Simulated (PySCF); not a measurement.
Geometry:
| atom | x (Å) | y (Å) | z (Å) |
| --- | --- | --- | --- |
| C1 | -1.944 | -1.367 | 0.074 |
| C2 | -1.503 | -0.124 | 0.091 |
| C3 | -0.470 | 0.412 | -0.851 |
| C4 | 0.790 | 0.887 | -0.125 |
| S5 | 0.440 | 2.308 | 1.001 |
| C6 | 1.406 | -0.220 | 0.735 |
| C7 | 1.806 | -1.336 | -0.083 |
| N8 | 2.121 | -2.211 | -0.747 |
| H9 | -1.584 | -2.087 | -0.643 |
| H10 | -2.689 | -1.716 | 0.769 |
| H11 | -1.873 | 0.584 | 0.822 |
| H12 | -0.181 | -0.362 | -1.566 |
| H13 | -0.893 | 1.253 | -1.411 |
| H14 | 1.527 | 1.244 | -0.850 |
| H15 | 0.084 | 3.153 | 0.037 |
| H16 | 0.673 | -0.566 | 1.470 |
| H17 | 2.283 | 0.159 | 1.268 |

Geometry: GFN2-xTB; GIAO shifts from PySCF 2.14, gas phase, non-relativistic, averaged over equivalent atoms.

At wB97X-D/pcseg-1 (161 basis functions, 31 s wall time on 1 thread of an Arm Neoverse V2, shared host):
| atoms | δ (ppm) |
| --- | --- |
| C2 | 138.8 |
| C1 | 127.1 |
| C7 | 118.6 |
| C3 | 45.2 |
| C4 | 42.5 |
| C6 | 22.9 |
| N8 | 277.9 |
| H11 | 6.59 |
| H9 | 5.87 |
| H10 | 5.67 |
| H14 | 3.33 |
| H12 | 2.83 |
| H16 | 2.34 |
| H17 | 2.28 |
| H13 | 2.27 |
| H15 | 1.88 |

Scale: TMS for ¹³C (σ = 197.43 ppm) and ¹H (σ = 31.98 ppm); NH3 for ¹⁵N (σ = 269.67 ppm) (reference shieldings calculated alike).

**Question.** What do these become at LC-wPBE/pcSseg-1?

**Answer.** 
```
atoms  δ at LC-wPBE/pcSseg-1  change
   C2                  143.9    +5.1
   C1                  133.4    +6.3
   C7                  127.1    +8.5
   C3                   42.1    -3.1
   C4                   38.5    -4.0
   C6                   19.6    -3.3
   N8                  301.7   +23.8
  H11                   6.68   +0.09
   H9                   5.92   +0.05
  H10                   5.77   +0.10
  H14                   3.19   -0.14
  H12                   2.76   -0.07
  H16                   2.21   -0.13
  H17                   2.19   -0.09
  H13                   2.19   -0.08
  H15                   2.00   +0.12
```

Scale: ¹³C (191.02 ppm) and ¹H (31.78 ppm) vs TMS; NH3 for ¹⁵N (269.56 ppm) (reference shieldings calculated alike).

The largest change is at N8 (nitrile nitrogen). Cost: 188 basis functions, 55 s wall time on 1 thread of an Arm Neoverse V2, shared host. The order of the carbon signals is the same at both levels.

Experimental scales use liquid or dissolved standards, which lie at an offset from isolated NH3 (liquid NH3: subtract about 20 ppm). Unscaled 15N shifts of sp2 nitrogen often come out too high even then, by a few to some tens of ppm.
